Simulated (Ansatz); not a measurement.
Geometry optimisation, RKS B3LYP-D4/def2-SVP (Ansatz 0.2.0).

Input:

```yaml
crystal:
  periodic: [false, false, false]
  atoms:
    - { symbol: Sn, position_ang: [0.265411, 0.06164, -0.168453] }
    - { symbol: H, position_ang: [-0.026389, -0.054558, 1.538092] }
    - { symbol: H, position_ang: [1.962795, -0.036621, -0.43644] }
    - { symbol: H, position_ang: [-0.329286, 1.544289, -0.779147] }
    - { symbol: H, position_ang: [-0.493144, -1.277601, -0.928199] }
    - { symbol: O, position_ang: [-2.604628, 0.042577, 1.151561] }
    - { symbol: H, position_ang: [-2.79754, -0.886213, 0.956908] }
    - { symbol: H, position_ang: [-1.873919, -0.023214, 1.811578] }
basis:
  gaussian: { orbitals: def2-SVP }
hamiltonian:
  xc: b3lyp
  dispersion: d4
relax:
  f_tol: 0.03
  max_steps: 50
```

Command:

```bash
$ ansatz run input.yaml --threads 1 --pin off --max-ram 2048MiB --backend cpu --events-out ev --progress --plain --runs-dir out
```

Problem. Where does it end, and by what steps?

Solution. It converged. The force dipped under the threshold on the way, but the program's further checks kept it going. After 10 steps the energy has fallen by 0.070 eV; H8 moved furthest, 0.52 Å.

```
step  energy less start (eV)  largest force component (eV/Å)  accepted
   0                  0.0000                           0.730       yes
   1                 -0.0344                           0.314       yes
   2                  0.0345                           2.119        no
   3                 -0.0498                           0.185       yes
   4                 -0.0596                           0.126       yes
   5                 -0.0686                           0.021       yes
   6                  0.0493                           2.907        no
   7                 -0.0686                           0.153        no
   8                 -0.0693                           0.012       yes
   9                 -0.0697                           0.067       yes
  10                 -0.0700                           0.003       yes
```

```xyz
8
Properties=species:S:1:pos:R:3
Sn 0.335 0.044 -0.130
H 0.393 -0.071 1.584
H 1.968 -0.023 -0.695
H -0.350 1.527 -0.638
H -0.492 -1.306 -0.795
O -2.586 0.031 1.008
H -2.802 -0.901 0.863
H -2.363 0.069 1.949
```

The run took 28 s on 1 thread of Arm Neoverse V1, on a shared host, peak memory 0.13 GiB.
